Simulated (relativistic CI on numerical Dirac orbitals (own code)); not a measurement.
Energy levels of Pm XXIII

Computed by Dirac-Coulomb-Breit CI, orbitals from a KLI potential per configuration, model QED (radiative potential, 1s self-energy scaled to tabulated hydrogen-like ionisation energies), unscaled Slater integrals (own radial code, finite nucleus).

CI space (outside the closed core [Ar] 3d10): 4s2.4p6.4d3, 4s2.4p5.4d4, 4s2.4p6.4d2.4f, 4s.4p6.4d4, 4s.4p6.4d3.4f, 4s2.4p6.4d2.5s, 4s2.4p6.4d2.5p, 4s2.4p6.4d.4f.5s, 4s2.4p6.4d2.5d, 4s2.4p5.4d3.5s, 4s2.4p6.4d.4f2, 4s2.4p6.4f3, 4s.4p6.4d.4f3, 4s2.4p6.4f2.5s, 4s2.4p6.4f2.5p, 4s2.4p6.4d.5s2, 4s2.4p6.4f.5s2, 4s.4p6.4d.4f.5s2, 4s2.4p6.5s2.5p. Double excitations out of closed p, d and f shells are left out; levels of such configurations are missing from the list, as are those of other unlisted configurations, and high levels can miss mixing partners. These lack a partner that the ground configuration has and come out too high: 4s2.4p6.4d2.5d, 4s2.4p5.4d3.5s.

The lowest level is 4s2.4p6.4d3 4F_3/2, with 70 % of that term; Hund's rules for 4s2.4p6.4d3 give 4F with J = 3/2, in agreement.

```csv
No.,Configuration,Term,J,E (eV),%,Lifetime (s),jj configuration (%)
1,4s2.4p6.4d3,4F,3/2,0.000,70,,4d3/2^3 (86)
2,4s2.4p6.4d3,4F,5/2,3.848,91,1.02e-03,4d3/2^2 4d5/2 (94)
3,4s2.4p6.4d3,4F,7/2,6.121,69,5.79e-03,4d3/2^2 4d5/2 (73)
4,4s2.4p6.4d3,4P,3/2,6.170,45,9.36e-04,4d3/2^2 4d5/2 (89)
5,4s2.4p6.4d3,2G,9/2,7.114,41,1.43e-01,4d3/2^2 4d5/2 (85)
6,4s2.4p6.4d3,4P,1/2,7.232,68,2.94e-03,4d3/2^2 4d5/2 (97)
7,4s2.4p6.4d3,2G,7/2,10.960,66,3.71e-04,4d3/2 4d5/2^2 (80)
8,4s2.4p6.4d3,4P,5/2,10.999,82,1.37e-03,4d3/2^2 4d5/2 (49)
9,4s2.4p6.4d3,2H,9/2,11.690,51,6.29e-04,4d3/2 4d5/2^2 (74)
10,4s2.4p6.4d3,2D,3/2,12.788,43,2.23e-04,4d3/2 4d5/2^2 (97)
11,4s2.4p6.4d3,2P,1/2,13.537,68,4.10e-04,4d3/2 4d5/2^2 (97)
12,4s2.4p6.4d3,2H,11/2,14.798,100,1.28e-03,4d3/2 4d5/2^2 (100)
13,4s2.4p6.4d3,2D,5/2,15.288,92,5.33e-04,4d3/2 4d5/2^2 (66)
14,4s2.4p6.4d3,2F,5/2,16.424,76,6.70e-04,4d3/2 4d5/2^2 (70)
15,4s2.4p6.4d3,2F,7/2,17.279,91,7.76e-04,4d3/2 4d5/2^2 (92)
16,4s2.4p6.4d3,2G,9/2,18.006,57,2.55e-04,4d5/2^3 (87)
17,4s2.4p6.4d3,2P,3/2,18.937,56,2.34e-04,4d5/2^3 (70)
18,4s2.4p6.4d3,2D,3/2,24.183,95,2.21e-04,4d3/2 4d5/2^2 (70)
19,4s2.4p6.4d3,2D,5/2,25.393,74,1.25e-04,4d5/2^3 (79)
20,4p5.4d4(5D),6D°,3/2,105.597,33,1.55e-09,4p3/2^3 4d3/2^4 (63)
21,4p5.4d4(5D),6D°,5/2,106.718,55,1.46e-09,4p3/2^3 4d3/2^3 4d5/2 (71)
22,4p5.4d4(5D),6D°,7/2,107.616,61,1.98e-09,4p3/2^3 4d3/2^2 4d5/2^2 (49)
23,4p5.4d4(5D),6D°,9/2,108.679,55,6.37e-09,4p3/2^3 4d3/2^2 4d5/2^2 (44)
24,4p5.4d4(5D),6D°,1/2,109.258,53,3.01e-10,4p3/2^3 4d3/2^3 4d5/2 (72)
25,4p5.4d4(5D),4F°,3/2,112.013,26,7.54e-10,4p3/2^3 4d3/2^3 4d5/2 (65)
26,4p5.4d4(5D),6F°,11/2,112.315,54,1.65e-08,4p3/2^3 4d3/2^3 4d5/2 (54)
27,4p5.4d4(5D),6P°,3/2,113.312,22,2.63e-10,4p3/2^3 4d3/2^3 4d5/2 (48)
28,4p5.4d4(3F),4D°,7/2,113.346,21,1.37e-09,4p3/2^3 4d3/2^3 4d5/2 (82)
29,4p5.4d4(5D),4F°,5/2,114.346,38,3.65e-10,4p3/2^3 4d3/2^3 4d5/2 (63)
30,4p5.4d4(3H),4H°,9/2,114.676,23,1.82e-09,4p3/2^3 4d3/2^3 4d5/2 (47)
31,4p5.4d4(3F),4D°,5/2,114.990,38,6.58e-10,4p3/2^3 4d3/2^3 4d5/2 (50)
32,4p5.4d4(3G),4F°,3/2,115.625,31,3.36e-10,4p3/2^3 4d3/2^2 4d5/2^2 (60)
33,4p5.4d4(3F),4D°,1/2,115.629,56,6.34e-10,4p3/2^3 4d3/2^2 4d5/2^2 (82)
34,4p5.4d4(3D),4F°,7/2,115.651,34,2.80e-10,4p3/2^3 4d3/2^2 4d5/2^2 (42)
35,4p5.4d4(5D),6F°,9/2,115.958,43,1.20e-09,4p3/2^3 4d3/2^2 4d5/2^2 (42)
36,4p5.4d4(3F),4F°,7/2,115.969,33,6.64e-10,4p3/2^3 4d3/2^2 4d5/2^2 (63)
37,4p5.4d4(3G),4H°,11/2,116.462,40,2.00e-09,4p3/2^3 4d3/2^2 4d5/2^2 (66)
38,4p5.4d4(3H),4G°,5/2,116.627,45,4.00e-11,4p3/2^3 4d3/2^2 4d5/2^2 (45)
39,4p5.4d4(3D),4D°,7/2,117.373,39,1.35e-10,4p3/2^3 4d3/2^2 4d5/2^2 (80)
40,4p5.4d4(3D),4P°,3/2,117.505,32,6.00e-10,4p3/2^3 4d3/2^2 4d5/2^2 (77)
41,4p5.4d4(3P),4D°,5/2,117.853,39,1.22e-10,4p3/2^3 4d3/2^2 4d5/2^2 (71)
42,4p5.4d4(3G),4H°,13/2,117.940,54,1.43e-09,4p3/2^3 4d3/2^2 4d5/2^2 (91)
43,4p5.4d4(3H),4G°,9/2,118.221,38,1.17e-10,4p3/2^3 4d3/2^2 4d5/2^2 (68)
44,4p5.4d4(3F),4G°,11/2,118.274,43,6.05e-10,4p3/2^3 4d3/2^2 4d5/2^2 (64)
45,4p5.4d4(3D),4P°,5/2,118.906,31,2.37e-10,4p3/2^3 4d3/2^2 4d5/2^2 (68)
46,4p5.4d4(3H),4G°,7/2,119.060,37,1.31e-10,4p3/2^3 4d3/2^2 4d5/2^2 (76)
47,4p5.4d4(3H),4I°,15/2,119.471,74,9.76e-03,4p3/2^3 4d3/2^2 4d5/2^2 (87)
48,4p5.4d4(3H),2G°,9/2,119.477,33,4.24e-10,4p3/2^3 4d3/2^2 4d5/2^2 (83)
49,4p5.4d4(3F),2F°,5/2,119.797,24,7.75e-11,4p3/2^3 4d3/2^2 4d5/2^2 (41)
50,4p5.4d4(3P),4D°,7/2,120.639,36,2.13e-10,4p3/2^3 4d3/2^2 4d5/2^2 (58)
51,4p5.4d4(3F),4D°,1/2,120.657,26,1.70e-11,4p3/2^3 4d3/2^3 4d5/2 (65)
52,4p5.4d4(3D),4F°,9/2,120.748,33,2.62e-10,4p3/2^3 4d3/2 4d5/2^3 (51)
53,4p5.4d4(3G),4F°,3/2,121.127,27,3.65e-11,4p3/2^3 4d3/2^2 4d5/2^2 (36)
54,4p5.4d4(1G),2H°,11/2,121.227,36,9.74e-11,4p3/2^3 4d3/2^2 4d5/2^2 (78)
55,4p5.4d4(1G),2F°,5/2,121.595,35,4.32e-10,4p3/2^3 4d3/2^2 4d5/2^2 (63)
56,4p5.4d4(3F),4G°,9/2,121.779,27,2.14e-10,4p3/2^3 4d3/2^2 4d5/2^2 (40)
57,4p5.4d4(1F),2D°,3/2,121.998,25,4.16e-11,4p3/2^3 4d3/2 4d5/2^3 (51)
58,4p5.4d4(3G),4G°,7/2,122.355,31,7.00e-11,4p3/2^3 4d3/2^2 4d5/2^2 (53)
59,4p5.4d4(3H),2I°,13/2,122.643,45,6.03e-08,4p3/2^3 4d3/2^2 4d5/2^2 (89)
60,4p5.4d4(3F),4G°,11/2,122.999,39,5.17e-10,4p3/2^3 4d3/2^2 4d5/2^2 (48)
61,4p5.4d4(3F),4F°,3/2,123.176,34,6.14e-11,4p3/2^3 4d3/2^2 4d5/2^2 (59)
62,4p5.4d4(3F),4D°,1/2,123.388,30,6.93e-11,4p3/2^3 4d3/2 4d5/2^3 (50)
63,4p5.4d4(3P),4P°,5/2,123.951,31,4.19e-11,4p3/2^3 4d3/2 4d5/2^3 (46)
64,4p5.4d4(3H),4H°,11/2,124.482,40,1.63e-10,4p3/2^3 4d3/2^2 4d5/2^2 (57)
65,4p5.4d4(3P),2D°,3/2,124.576,40,1.30e-10,4p3/2^3 4d3/2 4d5/2^3 (47)
66,4p5.4d4(3P),4D°,7/2,124.752,34,5.19e-11,4p3/2^3 4d3/2^2 4d5/2^2 (43)
67,4p5.4d4(3F),4G°,9/2,125.328,43,5.85e-11,4p3/2^3 4d3/2 4d5/2^3 (41)
68,4p5.4d4(3G),4H°,13/2,125.347,64,1.23e-09,4p3/2^3 4d3/2 4d5/2^3 (97)
69,4p5.4d4(1F),2D°,5/2,125.419,24,6.28e-11,4p3/2^3 4d3/2^2 4d5/2^2 (45)
70,4p5.4d4(3F),4F°,7/2,125.491,24,3.46e-11,4p3/2^3 4d3/2 4d5/2^3 (58)
```

Energies count from the lowest computed level; ° marks odd parity; lifetimes are radiative, by E1, M1, E2, M2, E3 decay to levels of this space only. Percentages are summed over parent terms; the parents shown are those of the largest component, closed shells are left out there. Filled j subshells are mostly left out of the jj labels.

The mean weight of the leading LS term, summed over parents, in these 70 levels is 47 %, and that of the leading jj configuration (from the same eigenvectors) 66 %, so jj coupling describes them better and the LS labels are nominal.

At this charge energies of transitions that change n are usually good to better than 1 %, and those within a shell (Δn = 0) to a few per cent. Terms inside the open d or f shell come out 10 to 20 % too wide with unscaled integrals.

LS names give the leading component of a level, which can be under half, so a name can repeat, a term be missing and a line seem to break the LS rules.
